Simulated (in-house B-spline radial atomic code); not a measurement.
Orbital energies and mean radii along the 5-electron series, configuration [He] 2s2 2p1. The effective charge is n√(-2ε), a non-relativistic measure. Computed with a radial B-spline atomic code at the basis-set limit: non-relativistic Hartree-Fock, average of the configuration, point nuclei.

This level leaves out relativity, spin-orbit splitting included, which matters for heavy ions.

| ion | Z | energy of 2s (Eh) | mean radius of 2s (bohr) | energy of 2p (Eh) | mean radius of 2p (bohr) | effective charge of 2s |
| --- | --- | --- | --- | --- | --- | --- |
| Sc16+ | 21 | -41.302 | 0.31307 | -40.033 | 0.26827 | 18.177 |
| Ti17+ | 22 | -45.981 | 0.29752 | -44.644 | 0.25457 | 19.179 |
| V18+ | 23 | -50.91 | 0.28345 | -49.505 | 0.2422 | 20.181 |
| Cr19+ | 24 | -56.088 | 0.27065 | -54.616 | 0.23099 | 21.183 |
| Mn20+ | 25 | -61.517 | 0.25896 | -59.977 | 0.22076 | 22.184 |
| Fe21+ | 26 | -67.196 | 0.24823 | -65.588 | 0.21141 | 23.186 |
| Co22+ | 27 | -73.125 | 0.23836 | -71.449 | 0.20282 | 24.187 |
| Ni23+ | 28 | -79.304 | 0.22925 | -77.561 | 0.1949 | 25.188 |
| Cu24+ | 29 | -85.733 | 0.22081 | -83.922 | 0.18757 | 26.189 |
| Zn25+ | 30 | -92.413 | 0.21296 | -90.533 | 0.18078 | 27.19 |
| Ga26+ | 31 | -99.342 | 0.20566 | -97.394 | 0.17446 | 28.191 |
| Ge27+ | 32 | -106.52 | 0.19884 | -104.51 | 0.16857 | 29.192 |
| As28+ | 33 | -113.95 | 0.19246 | -111.87 | 0.16307 | 30.193 |
| Se29+ | 34 | -121.63 | 0.18647 | -119.48 | 0.15791 | 31.193 |

Q: How does the screening of 2s change?

A: Z less the effective charge goes from 2.82 at Z = 21 to 2.81 at Z = 34.
